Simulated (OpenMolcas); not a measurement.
Pr4+ in Cs2ZrCl6: curves along the breathing mode

Pr4+ with its 6 nearest chloride ions, on the Zr site of Cs2ZrCl6 (a = 10.407 Å, distance in the model lattice 2.446 Å). The rest of the host is ab initio model potentials to 7.6 Å and point charges beyond; the distance is set by hand and nothing relaxes. Ligand basis ANO-RCC-VDZP.

| Item | Value |
| --- | --- |
| Program | OpenMolcas 26.06 |
| Method | CASSCF |
| Basis | ANO-RCC-VDZP [7s6p4d2f1g] |
| Scalar Hamiltonian | DKH2, point nucleus |
| Active space | 1 electron in 7 orbitals (4f) |
| State averaging | 2S+1 = 2 odd, 7 roots |
| Spin-orbit coupling | RASSI with atomic mean-field integrals over the reference wave functions |

Spin-free energies (labels of O, the rotations of Oh) in cm-1 above the lowest fitted minimum, as all ligands move together:

```csv
R (Å),2A2,2T2,2T1
2.384,10220,11240,13480
2.44,3630,4540,6520
2.496,490,1320,3080
2.552,240,1000,2580
2.609,2440,3140,4580
2.665,6610,7270,8580
2.721,12410,13040,14260
```

Cubic fits give the following; the wavenumber is harmonic, with the mass of all moving ligands, small differences in it between states hang on the degree of the fit, a number in brackets counts states of one label, and the table is a selection of at most 14 states with clean curves.

```csv
State,R0 (Å),Breathing mode (cm-1),Minimum (cm-1)
2A2,2.530,365,0
2T2,2.531,365,780
2T1,2.535,365,2420
```

For an f ion spin-orbit coupling outweighs the ligand field, so these spin-free curves are not those of observable levels.

No measured value stands beside these numbers.
